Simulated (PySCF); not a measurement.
Vertical excitations of a molecule CH₉NOSi₃ from TDA-PBE/def2-SVPD in PySCF 2.14.0, as energy in eV (oscillator strength): 4.73 (0.006), 5.05 (0.005), 5.19 (0.032), 5.89 (0.016), 6.01 (0.008), 6.06 (0.012). Lowest triplet (TDA): 4.61 eV. Geometry: PBE0-D3(BJ)/def2-SVP. One conformer was computed; it need not be the lowest.

Which molecule gave these data?
A. O[SiH2]/N=C\[SiH2][SiH3]
B. [SiH3][C@H]1N[SiH2]O[SiH2]1
C. CN1[SiH2][SiH](O)[SiH2]1
D. C1N[SiH2]O[SiH2][SiH2]1

B, [SiH3][C@H]1N[SiH2]O[SiH2]1
